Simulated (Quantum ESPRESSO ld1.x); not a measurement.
The numbers below are computed, except where a source is named.
Question: The indium ion In32+, configuration [Ne] 3s2 3p5 (the NIST ground configuration). Level of theory: scalar-relativistic Kohn-Sham, LDA (Slater exchange, Perdew-Zunger correlation), spin-polarised, spherical densities, point nucleus; open shells are filled with parallel spins first (ld1.x of Quantum ESPRESSO 7.5). Some entries of the table are withheld. Estimate them.

| orbital | occ. | eigenvalue (eV) | <r^2> (bohr^2) | r(max) (bohr) |
|---|---|---|---|---|
| 1s up | 1 | -29402.450 | 0.001197 | 0.019 |
| 1s down | 1 | -29400.288 | 0.001196 | 0.019 |
| 2s up | 1 | (1) | 0.01906 | 0.109 |
| 2s down | 1 | (2) | 0.01905 | 0.109 |
| 2p up | 3 | (3) | 0.01496 | 0.087 |
| 2p down | 3 | (4) | 0.01496 | 0.087 |
| 3s up | 1 | -2152.049 | 0.1130 | 0.295 |
| 3s down | 1 | -2146.986 | 0.1132 | 0.295 |
| 3p up | 3 | -2021.689 | 0.1083 | 0.286 |
| 3p down | 2 | -2016.547 | 0.1084 | 0.286 |

Answer: 
(1) 2s up eigenvalue (eV): -5788.123
(2) 2s down eigenvalue (eV): -5786.273
(3) 2p up eigenvalue (eV): -5378.127
(4) 2p down eigenvalue (eV): -5375.848
